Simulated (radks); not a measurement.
Task: All-electron atom: I33+ in [Ar] 4s2 (not the ground configuration). Method: Dirac Kohn-Sham, LDA (Slater exchange, Perdew-Wang correlation), spin-unpolarised, spherical densities, finite nucleus; Fermi nuclear charge, rms radius 4.75 fm; computed with a radial shooting solver on a logarithmic mesh with Libxc functionals.

Spin-orbit splittings of the eigenvalues, e(l+1/2) - e(l-1/2), with zeta = 2 splitting/(2l+1) and mean radii in bohr:

shell  occ.  splitting (eV)  zeta (eV)  <r> j=l-1/2  <r> j=l+1/2
2p        6           302.6      201.7      0.09761       0.1031
3p        6           71.65      47.76       0.2747       0.2835
3d        0               ?          ?       0.2475       0.2502
4p        0           25.46      16.97       0.5501       0.5624

Estimate the 3d splitting.

Result: 16.68 eV (zeta = 6.673 eV).
